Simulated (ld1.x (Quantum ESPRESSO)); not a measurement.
## Before and after: PAW potential for silicon (Si)

* Element: silicon
* Generator: ld1.x (Quantum ESPRESSO) 7.5
* Type: PAW
* Functional: LDA (PZ)
* Relativity: non-relativistic
* Frozen core: [Ne]
* Valence charge: 4
* Reference configuration: 3s2 3p0 (charge +2)
* Partial waves: 3s (bound): rcut 1.50, rcutus 1.75 bohr; 3s channel at -1.4 Ry: rcut 1.50, rcutus 1.75 bohr; 3p (bound, empty): rcut 2.15, rcutus 2.30 bohr; 3p channel at -1 Ry: rcut 2.15, rcutus 2.30 bohr; 3d channel at 0.3 Ry: rcut 1.25, rcutus 1.70 bohr; 3d channel at 1.15 Ry: rcut 1.25, rcutus 1.70 bohr
* Local potential: all-electron potential smoothed inside 1.95 bohr (lloc = -2)
* Core correction: a·sin(br)/r model core inside 1.05 bohr
* Augmentation charge: PSQ, inside the norm-conserving radii

Change: waves 3s (bound): rcut 1.50, rcutus 2.48 bohr; 3s channel at -1.4 Ry: rcut 1.50, rcutus 2.48 bohr.

Cutoffs: the cutoffs (Ry, on a coarse ladder) from which the occupation-weighted sum of valence levels, in a spherical-Bessel basis at the reference potential, stays within 10 and 1 mRy of its value at 400 Ry; they do not see the model core or the augmentation charge, which bear on the density cutoff. Errors are all-electron minus pseudo energies relative to the spin-unpolarised reference configuration.

Problem. How do hardness, ghosts and transferability respond?

Solution. The potential gets softer (10 Ry and 15 Ry → 6 Ry and 8 Ry); of the 9 tests that both files solve, the error grows in 0 and shrinks in 2 by more than 15 % and 0.3 meV (median size 6.7 → 6.6 meV); neither file shows a bound ghost. A larger radius leaves more room for a smooth pseudo-wave, so fewer plane waves are needed.

| quantity | base | changed |
| --- | --- | --- |
| cutoff, loose | 10 Ry | 6 Ry |
| cutoff, tight | 15 Ry | 8 Ry |
| bound ghosts | none | none |
| error for 3s2 3p2, meV [ΔE -23.97 eV] | -11 | -9.4 |
| error for 3s2 3p1, meV [ΔE -16.13 eV] | -5.4 | -4.6 |
| error for 3s1 3p0, meV [ΔE 34.07 eV] | -24 | -19 |
| error for 3s1 3p2, meV [ΔE -8.78 eV] | -2.8 | -2.8 |
| error for 3s1 3p3, meV [ΔE -17.22 eV] | -6.7 | -6.6 |
| error for 3s0 3p4, meV [ΔE -10.30 eV] | -4.2 | -4.2 |
| error for 3s2 3p1.5, meV [ΔE -21.00 eV] | -8.6 | -7.5 |
| error for 3s2 3p2 (spin-polarised), meV [ΔE -24.58 eV] | -11 | -9.6 |
| error for 3s2 3p1 (spin-polarised), meV [ΔE -16.33 eV] | -5.6 | -4.7 |
| lowest overlap eigenvalue by channel | s 0.46, p 0.86, d 0.86 | s 0.45, p 0.86, d 0.86 |
